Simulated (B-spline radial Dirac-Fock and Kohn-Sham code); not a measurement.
Relativistic shifts of the levels of Ne²⁺

System: Ne²⁺, [He] 2s2 2p4.

Both columns are ΔSCF binding energies of the configuration average from a B-spline atomic structure program: non-relativistic Hartree-Fock with a point nucleus, and Dirac-Fock with a finite nucleus and the Coulomb interaction alone, averaged over the two j levels with weights 2j+1.

```tsv
shell	Hartree-Fock (eV)	Dirac-Fock (eV)	shift (eV)	shift (%)
1s	926.4	927.6	+1.18	+0.13
2s	91.03	91.20	+0.17	+0.18
2p	65.59	65.58	-0.01	-0.02
```

Relativity binds 1s, 2s more strongly, among those listed most of all 2s in relative terms, and 2p more weakly.

Values without a named source are computed, but for edge energies of neutral atoms, which are taken from tables.
